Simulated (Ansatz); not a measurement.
Coupled-cluster run, CH₆GeN₂, SMILES `C=[N][GeH2][NH2]`.

```yaml
crystal:
  periodic: [false, false, false]
  atoms:
    - {symbol: C, position_ang: [-1.518449, 0.571815, -1.171247]}
    - {symbol: N, position_ang: [-1.184654, 0.236930, -0.005592]}
    - {symbol: Ge, position_ang: [0.394077, -0.740037, 0.233674]}
    - {symbol: N, position_ang: [1.572360, 0.123618, 1.333477]}
    - {symbol: H, position_ang: [-2.435319, 1.152111, -1.334602]}
    - {symbol: H, position_ang: [-0.950654, 0.325488, -2.085432]}
    - {symbol: H, position_ang: [1.072693, -0.930619, -1.141773]}
    - {symbol: H, position_ang: [0.004186, -2.057875, 0.914404]}
    - {symbol: H, position_ang: [1.893354, 1.015216, 0.982251]}
    - {symbol: H, position_ang: [1.235605, 0.252252, 2.277740]}
basis:
  gaussian: {orbitals: def2-TZVPP}
correlation: {method: ccsd_t}
```

```sh
$ ansatz run in.yaml --threads 4 --pin off --events-out ev --progress --plain --max-ram 10444MiB
```

Output of Ansatz, abridged:

```
Functional definition: HF
1353 factors; integrals over basis functions are off by at most 1.1e-3 eV
mean field evaluation 1: about -60559.6124 eV, gradient 4.3e1 eV
mean field evaluation 2: about -60559.8019 eV, gradient 4.3e1 eV
mean field evaluation 4: about -60563.8423 eV, gradient 4.2e0 eV
mean field evaluation 8: about -60563.9042 eV, gradient 3.2e-1 eV
mean field -60563.90489186 eV, -2225.6824530866 hartree, gradient 5.7e-6 eV, S^2 0.000000; 0 other end points of the search recorded, 0 dependent functions left out
12 core orbitals not correlated: weight in the atoms' cores, before any rotation towards them, 1.000 or more for the frozen orbitals, at most 0.000 for the correlated occupied ones
reference -60563.90489186 eV, -2225.6824530866 hartree; 17, 17 occupied and 196, 196 virtual orbitals, 1353 factors
second order -22.78277501 eV of doubles, -0.00000000 eV of singles
cycle   1  -22.69415605 eV  change    8.9e-2 eV  update   1.1e-1
cycle   2  -23.36543318 eV  change   -6.7e-1 eV  update   3.3e-2
cycle   3  -23.48436970 eV  change   -1.2e-1 eV  update   1.6e-2
cycle   4  -23.47296116 eV  change    1.1e-2 eV  update   4.0e-3
cycle   5  -23.47371752 eV  change   -7.6e-4 eV  update   2.0e-3
cycle   6  -23.47455801 eV  change   -8.4e-4 eV  update   6.0e-4
cycle   7  -23.47440072 eV  change    1.6e-4 eV  update   2.9e-4
cycle   8  -23.47435811 eV  change    4.3e-5 eV  update   1.1e-4
cycle   9  -23.47437447 eV  change   -1.6e-5 eV  update   5.7e-5
cycle  10  -23.47435932 eV  change    1.5e-5 eV  update   2.8e-5
perturbative correction -0.97325839 eV, -0.0357665860 hartree
Total energy: -60588.35250956 eV, -2226.5808864661 hartree
```

It took 2.4 min on 4 threads of an Arm Neoverse V1 on a shared host, with 3.8 GiB of host memory at the peak.

The correlation energy is -24.448 eV, 4.0 % of it from (T); the T1 diagnostic reads 0.0120.
